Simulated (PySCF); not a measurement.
Os(O)4 anion (O4Os), SMILES [O]=[Os](=[O])(=[O])=[O] (connectivity only; charge and spin as stated), charge -1, multiplicity 2.

The structure is a stationary point at PBE-D3(BJ)/def2-SVPD. The spin state was assumed, not searched. The isomer is the one that the SMILES or the coordinates give; other isomers of the formula were not compared. The def2 effective core potentials stand for the cores of Os; spin–orbit coupling is left out.

Method: PBE-D3(BJ)/def2-SVPD (PySCF).

Frequencies are harmonic and unscaled.

Modes within 1.5 cm⁻¹ of each other (mostly degenerate sets) share a row, with their intensities summed.

Computed harmonic wavenumbers and intensities:
| mode | ν (cm⁻¹) | IR (km/mol) | moving atoms (share of kinetic energy) |
|---|---|---|---|
| 1 | 210 | 0.0 | O 100 % |
| 2 | 225 | 25.6 | O 83 %, Os 17 % |
| 3–4 | 281 | 23.8 | O 86 %, Os 14 % |
| 5 | 317 | 0.0 | O 100 % |
| 6 | 819 | 187.3 | O 92 % |
| 7–8 | 844 | 408.4 | O 89 %, Os 11 % |
| 9 | 886 | 0.0 | O 100 % |
